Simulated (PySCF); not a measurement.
C₂H₄O, SMILES [C](O)C (connectivity only; charge and spin as stated), neutral, multiplicity 1.

Geometry optimised at r2SCAN-D4/def2-TZVP. A frequency run showed that this geometry is not a minimum. The values are those of a single conformer.

These are r2SCAN/def2-TZVPD run with PySCF values and carry that method's errors.

Symmetry labels are those of the subgroup Cs that the program uses (full group Cs).

Task: List the valence orbital energies around the gap with their symmetry. (An estimate is asked for; the answer gives what the named calculation found.)

Result: 
```csv
orbital,symmetry,energy (eV)
HOMO−7,A',-19.70
HOMO−6,A',-16.61
HOMO−5,A',-12.85
HOMO−4,A",-11.67
HOMO−3,A',-11.42
HOMO−2,A",-9.89
HOMO−1,A',-9.47
HOMO,A',-5.14
LUMO,A",-2.20
LUMO+1,A',-0.17
LUMO+2,A',1.00
LUMO+3,A",1.84
```
